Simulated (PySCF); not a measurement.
# [Ti(OH)2(NH2)2] (charge 0, multiplicity 1)

All values below come from PBE-D3(BJ)/def2-TZVP // TPSS-D3(BJ)/def2-SVP in PySCF 2.14.0.

- HOMO: -5.60 eV
- dipole moment: 0.85 D
- HOMO–LUMO gap: 3.67 eV
- LUMO: -1.93 eV
- charge on the central atom (Mulliken): 1.33 e
- charge on the central atom (meta-Löwdin): 1.23 e
- total energy: -30281.85 eV
- cost: around 2.9 core-minutes (rough)

```xyz
11

Ti     0.0906    -0.1092    -0.0585
O     -0.5753    -0.7340    -1.6265
H     -1.5017    -0.7236    -1.9204
O     -1.2195     0.2737     1.1342
H     -1.3426    -0.1495     2.0002
N      1.1246     1.4610    -0.2861
H      1.6341     1.7125    -1.1383
H      1.0934     2.2691     0.3422
N      1.2336    -1.4418     0.6585
H      2.1662    -1.2849     1.0484
H      1.1004    -2.4437     0.4893
```
